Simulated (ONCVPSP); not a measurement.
## Reading a pseudo-wave (selenium)

Columns: radius, all-electron u(r) and pseudo u(r) of the 3s shell (level -249.95 eV) of selenium in the configuration [Ne] 3s2 3p6 3d10 4s2 4p1; PBE, scalar-relativistic, ONCV scheme, ONCVPSP 4.0.1.

| r (bohr) | all-electron | pseudo |
| --- | --- | --- |
| 0.060 | -0.0585 | 0.2670 |
| 0.120 | -0.7731 | 0.5224 |
| 0.180 | -0.5949 | 0.7548 |
| 0.240 | 0.0102 | 0.9542 |
| 0.300 | 0.6324 | 1.1129 |
| 0.360 | 1.0963 | 1.2271 |
| 0.420 | 1.3676 | 1.2950 |
| 0.480 | 1.4742 | 1.3170 |
| 0.540 | 1.4633 | 1.2965 |
| 0.600 | 1.3780 | 1.2395 |
| 0.660 | 1.2510 | 1.1539 |
| 0.720 | 1.1064 | 1.0489 |
| 0.780 | 0.9597 | 0.9322 |
| 0.840 | 0.8200 | 0.8104 |
| 0.900 | 0.6923 | 0.6904 |
| 0.960 | 0.5791 | 0.5788 |
| 1.020 | 0.4806 | 0.4804 |
| 1.080 | 0.3964 | 0.3962 |
| 1.140 | 0.3251 | 0.3249 |
| 1.200 | 0.2655 | 0.2654 |
| 1.260 | 0.2160 | 0.2159 |
| 1.320 | 0.1751 | 0.1750 |
| 1.380 | 0.1415 | 0.1415 |
| 1.440 | 0.1142 | 0.1141 |
| 1.500 | 0.0918 | 0.0918 |
| 1.560 | 0.0737 | 0.0737 |

(1) How many radial nodes do the two functions have?

(2) At about which radius was the pseudo-wave matched?

(3) Is the pseudo-wave norm-conserving?

Results:

(1) The all-electron 3s function has n − l − 1 = 2 (the table is too coarse to show those close to the nucleus); the pseudo-wave has 0, since the states of the same l below it are removed with the core.

(2) 1.00 bohr, where the columns begin to agree (steps of 0.06 bohr).

(3) Yes: the ONCV scheme keeps the norm inside the radius equal to the all-electron one, which fixes the energy derivative of the logarithmic derivative at the level.
